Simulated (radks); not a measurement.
Isoelectronic series with 1 electrons, each ion in its NIST ground configuration. Calculated with a radial shooting solver on a logarithmic mesh with Libxc functionals: scalar-relativistic Kohn-Sham, PBE, spin-polarised, spherical densities, finite nucleus; open shells are filled with parallel spins first (spin-orbit coupling, left out, can overturn this in heavy ions); Fermi nuclear charge, rms radius of each element as measured or else 0.836 A^(1/3) + 0.57 fm. Total energies (hartree) and orbital eigenvalues (hartree):

ion    configuration  E (hartree)      1s up
Ge31+            1s1   -518.98279  -511.5251
Se33+            1s1   -586.97390  -579.0277
Kr35+            1s1   -659.36520  -650.9264
Sr37+            1s1   -736.20958  -727.2736
Zr39+            1s1   -817.56394  -808.1260
Mo41+            1s1   -903.48870  -893.5435
Ru43+            1s1   -994.05132  -983.5934
Pd45+            1s1  -1089.32249  -1078.346
Cd47+            1s1  -1189.37750  -1177.876
